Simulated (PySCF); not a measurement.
`InChI=1S/C7H8ClF/c8-6-4-2-1-3-5-7-9/h1-2H,4,6-7H2/b2-1+`

Geometry:
| atom | x (Å) | y (Å) | z (Å) |
| --- | --- | --- | --- |
| F1 | 4.277 | 1.453 | 0.201 |
| C2 | 4.110 | 0.098 | 0.012 |
| C3 | 2.709 | -0.256 | -0.070 |
| C4 | 1.530 | -0.489 | -0.128 |
| C5 | 0.162 | -0.818 | -0.193 |
| C6 | -0.781 | 0.052 | -0.546 |
| C7 | -2.238 | -0.275 | -0.612 |
| C8 | -3.018 | 0.617 | 0.347 |
| Cl9 | -4.768 | 0.282 | 0.231 |
| H10 | 4.632 | -0.157 | -0.919 |
| H11 | 4.590 | -0.403 | 0.864 |
| H12 | -0.085 | -1.840 | 0.065 |
| H13 | -0.510 | 1.068 | -0.797 |
| H14 | -2.407 | -1.323 | -0.359 |
| H15 | -2.605 | -0.104 | -1.628 |
| H16 | -2.879 | 1.672 | 0.107 |
| H17 | -2.726 | 0.434 | 1.382 |

The calculation used PySCF, GIAO B97-2/pcSseg-1 magnetisability, rotational g tensor and spin-rotation constants, non-relativistic, gas phase. Geometry: GFN2-xTB.

Question: How diamagnetic is it, and how anisotropic?

Answer: Isotropic -1447 × 10⁻³⁰ J/T², or -87.2 × 10⁻⁶ cm³/mol; principal values -1539, -1464, -1339 × 10⁻³⁰ J/T², anisotropy 175 × 10⁻³⁰ J/T² (root of half the summed squared differences of the principal values). The susceptibility is in cgs units.

Question: Split it along the inertial axes a, b, c into diamagnetic and paramagnetic parts about the centre of mass, with the quadrupole moment.

Answer: 
| axis | χ (10⁻⁶ cm³/mol) | diamagnetic (10⁻⁶ cm³/mol) | paramagnetic (10⁻⁶ cm³/mol) | summed x² of all electrons (Å²) | quadrupole Θ (D Å) |
| --- | --- | --- | --- | --- | --- |
| a | -92.4 | -316.7 | 224.3 | 873.4 | -9.75 |
| b | -85.3 | -3802.6 | 3717.3 | 51.7 | +4.05 |
| c | -83.8 | -3924.8 | 3841.1 | 22.9 | +5.70 |

Anisotropies 2χaa − χbb − χcc = -15.8 and 2χbb − χaa − χcc = +5.6 × 10⁻⁶ cm³/mol. Θ is traceless in Buckingham's convention.

Question: And the rotational g tensor?

Answer: 
| axis | rotational constant (GHz) | g | nuclear part | electronic part |
| --- | --- | --- | --- | --- |
| a | 6.0092 | -0.0366 | 0.5965 | -0.6331 |
| b | 0.2968 | -0.0039 | 0.5143 | -0.5183 |
| c | 0.2874 | -0.0042 | 0.5145 | -0.5186 |

Asymmetric top; isotopes 12C, 35Cl, 19F, 1H; no vibrational averaging.
